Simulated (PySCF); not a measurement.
**Worked example: chemical shift, span and skew from a shielding tensor**

CH₆AlNO, SMILES [NH2][AlH][O]C. Atoms are numbered in the order given.

```xyz
10

Al     0.6015    -0.7019     0.0000
H      2.0514    -1.3161     0.0000
O      0.4542     0.9888     0.0000
C     -0.4849     2.0146     0.0000
H     -1.5316     1.6485     0.0000
H     -0.3619     2.6597     0.8900
H     -0.3619     2.6597    -0.8900
N     -0.8239    -1.7555     0.0000
H     -0.7752    -2.7700     0.0000
H     -1.7972    -1.4666     0.0000
```

Geometry: r2SCAN-D4/def2-SVP. One conformer was computed; it need not be the lowest.

GIAO shieldings from PySCF with HF/pcSseg-1, non-relativistic, no solvent. The symmetric part of the tensor of N8 has the principal values 237.3, 240.0, 283.9 ppm. The same nucleus in NH3 has σ = 267.3 ppm at this level (PySCF, at its B3LYP-D3(BJ)/def2-TZVP geometry).

Problem. Work out the isotropic shielding, the ¹⁵N shift against NH3, the span and the skew.

Solution. 
σ(iso) = (σ11 + σ22 + σ33)/3 = 253.7 ppm. δ = σ(ref) − σ(iso) = 267.3 − (253.7) = 13.6 ppm.
Span Ω = σ33 − σ11 = 46.6 ppm. Skew κ = 3(σ(iso) − σ22)/Ω = 0.88. Tumbling in solution averages the tensor to δ; in a static solid the shielding alone would spread this spin-1/2 line over Ω.
